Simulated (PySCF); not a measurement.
# Carbon: a sound run and one with changed settings

Sound run: C⁺ [He] 2s2 2p1, C²⁺ [He] 2s2. Computed with PySCF 2.14 in cc-pVTZ-DK (4s3p2d1f, 30 functions), with the spin-free X2C one-electron Hamiltonian (Gaussian nucleus). In the sound run the correlated levels freeze 1s2. The sound run starts from symmetry-adapted Hartree-Fock orbitals and uses a fine grid where one is needed.

Changed run: a valence shell is frozen. This setting is unsound on purpose.

Ionisation energy of C⁺:

```csv
method,sound run (eV),changed run (eV)
UHF,24.142,24.142
MP2,24.352,24.142
SCS-MP2,24.313,24.142
CCSD,24.188,24.142
CCSD(T),24.219,24.142
CCSDT,n/a,24.142
FCI,n/a,24.142
```

Freezing a valence shell removes pair correlation that changes on ionisation.

For comparison, NIST gives 24.383 eV between the lowest levels.
